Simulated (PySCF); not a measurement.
Fractional electron number in Ar(2+) (argon, charge +2)

The 3p beta orbital of [Ne] 3s2 3p4 is emptied in steps (occupation f), with all orbitals relaxed, ending at [Ne] 3s2 3p3. All numbers are calculated (PySCF 2.14, the spin-free X2C one-electron Hamiltonian (Gaussian nucleus), in aug-cc-pVTZ-DK). The exact energy is a straight line in f; departures are measured from the line between the end points of the same method.

```csv
f,UHF (eV),LDA (eV),PBE (eV),PBE0 (eV),r2SCAN (eV),LC-wPBE (eV),BHandHLYP (eV),wB97X (eV),B3LYP (eV),M06-2X (eV)
1,0.000,0.000,0.000,0.000,0.000,0.000,0.000,0.000,0.000,0.000
0.8,0.162,-1.081,-1.049,-0.752,-0.968,-0.275,-0.472,-0.342,-0.830,-0.494
0.6,0.238,-1.621,-1.568,-1.122,-1.438,-0.405,-0.711,-0.510,-1.245,-0.742
0.4,0.234,-1.619,-1.559,-1.114,-1.420,-0.396,-0.714,-0.508,-1.244,-0.748
0.2,0.153,-1.077,-1.031,-0.736,-0.932,-0.256,-0.479,-0.338,-0.828,-0.507
0,0.000,0.000,0.000,0.000,0.000,0.000,0.000,0.000,0.000,0.000
```

Question: For BHandHLYP, how does the orbital energy at f = 1 compare with the removal energy?

Answer: −ε = 37.721 eV against a total-energy difference of 40.665 eV. By Janak's theorem ε = ∂E/∂f, so the gap between them reflects the curvature. Along the path −ε is 38.887 (f = 0.8), 40.059 (f = 0.6), 41.241 (f = 0.4), 42.443 (f = 0.2) eV.

```tsv
method	E(f=0) − E(f=1) (eV)	−ε at f=1 (eV)	−ε at f=0.4 (eV)
UHF	39.386	40.417	39.171
LDA	40.830	34.080	42.194
PBE	40.718	34.148	42.070
PBE0	40.719	36.004	41.694
r2SCAN	40.690	34.587	41.970
LC-wPBE	40.899	39.159	41.282
BHandHLYP	40.665	37.721	41.241
wB97X	40.738	38.590	41.170
B3LYP	40.865	35.678	41.907
M06-2X	40.723	37.634	41.297
```

Reference removal energy between the ground levels: 40.735 ± 0.012 eV (semi-empirical (NIST evaluation); NIST Atomic Spectra Database, ionization energies). The calculation has no spin-orbit coupling. UHF lacks correlation.
